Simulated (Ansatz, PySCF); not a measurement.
CdTe, singlet, at a GFN2-xTB geometry (such geometries of metal compounds can be far from the true shape) (core potentials on Cd, Te), with bond 1-2 at 1.4 times its length. Base run: CASSCF(2,2)/def2-SVP in PySCF.

Input for PySCF:
```python
from pyscf import gto, scf, mcscf
import numpy

mol = gto.Mole()
mol.atom = '''
    Cd    0.00000000    0.00000000   -2.30527142
    Te    0.00000000    0.00000000    1.20275031
'''
mol.basis = 'def2-svp'
mol.ecp = {'Cd': 'def2-svp', 'Te': 'def2-svp'}
mol.verbose = 4
mol.build()

mf = scf.RHF(mol)
mf.kernel()
mc = mcscf.CASSCF(mf, 2, 2)
mc.fix_spin_(ss=0.0)
mc.kernel()
occ = numpy.linalg.eigvalsh(mc.fcisolver.make_rdm1(mc.ci, mc.ncas, mc.nelecas))[::-1]
ss = mc.fcisolver.spin_square(mc.ci, mc.ncas, mc.nelecas)[0]
print('natural occupations', occ.round(4), ' <S^2>', round(ss, 4))
```

Programs used: Ansatz (a quantum-chemistry and plane-wave program), PySCF; a row that names a program was run with it.

Variants of this job, named by their change:

```tsv
change	ΔE vs base (mEh)	natural occupations	<S^2> of the state
base	0.000	1.62 0.38	0.00
active space = 4 electrons, 5 orbitals	-26.651	1.95 1.00 1.00 0.04 0.01	0.00
active space = 6 electrons, 6 orbitals	-32.252	1.99 1.96 1.00 1.00 0.04 0.01	0.00
orbitals = fixed (CASCI); correction = SC-NEVPT2	-466.1	1.95 0.05	0.00
conv_tol = 1e-5	0.000	1.62 0.38	0.00
state_average = 2 states	0.725	-	-
solver = newton	-7.759	1.00 1.00	0.00
code = ansatz	-7.757	-	-
active space = 4 electrons, 3 orbitals	-2.388	1.85 1.85 0.31	0.00
active space = 2 electrons, 3 orbitals	-8.112	1.05 0.95 0.00	0.00
start = MP2 natural orbitals	-5.983	1.90 0.10	0.00
```

Active orbitals are taken around the Fermi level unless the row says otherwise; CASSCF can end in different local minima, and two programs can end on different orbitals. State-averaged rows give the lowest state.
